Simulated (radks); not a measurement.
Values are calculated unless marked as measured or tabulated.
Tb-, configuration [Xe] 4f10 6s2.

Level of theory: scalar-relativistic Kohn-Sham, LDA (Slater exchange, Perdew-Wang correlation), spin-unpolarised, spherical densities, finite nucleus; Fermi nuclear charge, rms radius 5.06 fm; hard spherical wall at 10 bohr (a radial shooting solver on a logarithmic mesh with Libxc functionals).

Energy parts (hartree):
total: -11700.2178
kinetic: 12587.8026
electron-nucleus: -28621.4890
Hartree: 4581.9291
exchange-correlation: -248.4604

Orbitals (lengths in bohr, moments of r in powers of bohr; r(90%) holds 90 % of the orbital's charge):
orbital	occ.	eigenvalue (hartree)	r(90%)	<r>
1s	2	-1903.398	0.0390	0.02152
2s	2	-315.2810	0.142	0.09156
2p	6	-280.2786	0.132	0.08091
3s	2	-69.62269	0.351	0.2396
3p	6	-58.82403	0.356	0.2383
3d	10	-44.71173	0.337	0.2166
4s	2	-13.47910	0.779	0.5420
4p	6	-9.92247	0.836	0.5743
4d	10	-5.03783	0.941	0.6249
5s	2	-1.43725	1.94	1.337
5p	6	-0.61947	2.38	1.605
6s	2	0.04973	6.79	4.599
4f	10	0.21801	2.09	1.150

The highest occupied level is 4f at 5.932 eV. Summed over all electrons, <r^2> = 104.1 bohr^2, which gives a Langevin (diamagnetic) susceptibility term of -82.4 x 10^-6 cm^3/mol. The pressure on the wall is 0.337 GPa.

Empty levels of this run are not shown, since the potential may be unsettled where no density lies.
